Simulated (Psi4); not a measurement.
C$_{2}$H$_{8}$InNO$_{2}$ (SMILES C[N](C)[In]([OH])[OH]), singlet, geometry from GFN2-xTB (such geometries of metal compounds can be far from the true shape) (core potentials on In); PBE/def2-TZVPPD run with Psi4.

Input for Psi4:
```
memory 2 GB

molecule mol {
0 1
  In    0.414549   -0.206664    0.164756
  O     2.148697   -0.662616   -0.656680
  H     2.274886   -0.392728   -1.563824
  O     0.277834   -1.009329    1.952202
  H     1.104931   -1.458462    2.128309
  N    -1.356778    0.503518   -0.824585
  C    -1.200292    1.716210   -1.591612
  C    -2.443988    0.600611    0.116884
  H    -2.076070    1.821508   -2.241140
  H    -1.128845    2.623374   -0.973839
  H    -0.312726    1.637032   -2.223488
  H    -2.391907    1.494005    0.753891
  H    -3.382287    0.638989   -0.445388
  H    -2.449976   -0.287163    0.748737
}

set basis def2-tzvppd
set reference rks

energy('pbe')
print_variables()
```

It wrote (shortened):

```
   => Loading Basis Set <=

    Name: DEF2-TZVPPD
    Role: ORBITAL
    Keyword: BASIS

    !!!  WARNING: ECP capability is in beta. Please check occupations closely.  !!!

         ---------------------------------------------------------
                                   SCF
               by Justin Turney, Rob Parrish, Andy Simmonett
                          and Daniel G. A. Smith
                              RKS Reference
         ---------------------------------------------------------

  ==> Geometry <==

    Molecular point group: c1
    Full point group: C1

    Geometry (in Angstrom), charge = 0, multiplicity = 1:

       Center              X                  Y                   Z               Mass
    ------------   -----------------  -----------------  -----------------  -----------------
         IN           0.335321991627    -0.157366803049     0.130744705784   114.903878776000
         O            2.069469991627    -0.613318803049    -0.690691294216    15.994914619570
         H            2.195658991627    -0.343430803049    -1.597835294216     1.007825032230
         O            0.198606991627    -0.960031803049     1.918190705784    15.994914619570
         H            1.025703991627    -1.409164803049     2.094297705784     1.007825032230
         N           -1.436005008373     0.552815196951    -0.858596294216    14.003074004430
         C           -1.279519008373     1.765507196951    -1.625623294216    12.000000000000
         C           -2.523215008373     0.649908196951     0.082872705784    12.000000000000
         H           -2.155297008373     1.870805196951    -2.275151294216     1.007825032230
         H           -1.208072008373     2.672671196951    -1.007850294216     1.007825032230
         H           -0.391953008373     1.686329196951    -2.257499294216     1.007825032230
         H           -2.471134008373     1.543302196951     0.719879705784     1.007825032230
         H           -3.461514008373     0.688286196951    -0.479399294216     1.007825032230
         H           -2.529203008373    -0.237865803049     0.714725705784     1.007825032230

  Running in c1 symmetry.

  Rotational constants: A =      0.11627  B =      0.05160  C =      0.03709 [cm^-1]
  Rotational constants: A =   3485.62463  B =   1546.86494  C =   1112.02773 [MHz]
  Nuclear repulsion =  354.798435524065212

  Charge       = 0
  Multiplicity = 1
  Electrons    = 64
  Nalpha       = 32
  Nbeta        = 32

  ==> Algorithm <==

[...]
   @DF-RKS iter   6:  -476.16773188335725   -7.00847e-02   1.33077e-04 DIIS/ADIIS
   @DF-RKS iter   7:  -476.16890301745605   -1.17113e-03   6.59375e-05 DIIS
   @DF-RKS iter   8:  -476.16919605835164   -2.93041e-04   3.19752e-05 DIIS
   @DF-RKS iter   9:  -476.16923443191916   -3.83736e-05   1.86181e-05 DIIS
   @DF-RKS iter  10:  -476.16925514657453   -2.07147e-05   2.64747e-06 DIIS
   @DF-RKS iter  11:  -476.16925561538727   -4.68813e-07   5.00993e-07 DIIS
  Energy and wave function converged.

  ==> Post-Iterations <==

   Electrons on quadrature grid:
      Ntotal   =   63.9999738651 ; deviation = -2.613e-05

    Orbital Energies [Eh]
    ---------------------

    Doubly Occupied:

[...]
    Virtual:

[...]
    Final Occupation by Irrep:
              A
    DOCC [    32 ]
    NA   [    32 ]
    NB   [    32 ]

  @DF-RKS Final Energy:  -476.16925561538727

   => Energetics <=

    Nuclear Repulsion Energy =            354.7984355240652121
    One-Electron Energy =               -1431.3020421259520845
    Two-Electron Energy =                 654.7270325148951997
    DFT Exchange-Correlation Energy =     -54.3926815283954781
    Empirical Dispersion Energy =           0.0000000000000000
    VV10 Nonlocal Energy =                  0.0000000000000000
    Total Energy =                       -476.1692556153872715

Computation Completed

Properties will be evaluated at   0.000000,   0.000000,   0.000000 [a0]

Properties computed using the SCF density matrix

 Multipole Moments:

 ------------------------------------------------------------------------------------
     Multipole            Electronic (a.u.)      Nuclear  (a.u.)        Total (a.u.)
 ------------------------------------------------------------------------------------

 L = 1.  Multiply by 2.5417464519 to convert [e a0] to [Debye]
 Dipole X            :         31.3790532          -31.5166096           -0.1375563
 Dipole Y            :        -16.2339856           16.8972197            0.6632342
 Dipole Z            :         12.2783390          -12.8310057           -0.5526667
 Magnitude           :                                                    0.8742092

 ------------------------------------------------------------------------------------

  Variable Map:
  ----------------------------------------------------------------------------
[...]
  Array Variable Map:
  ----------------------------------------------------------------------------
[...]
[...]
```
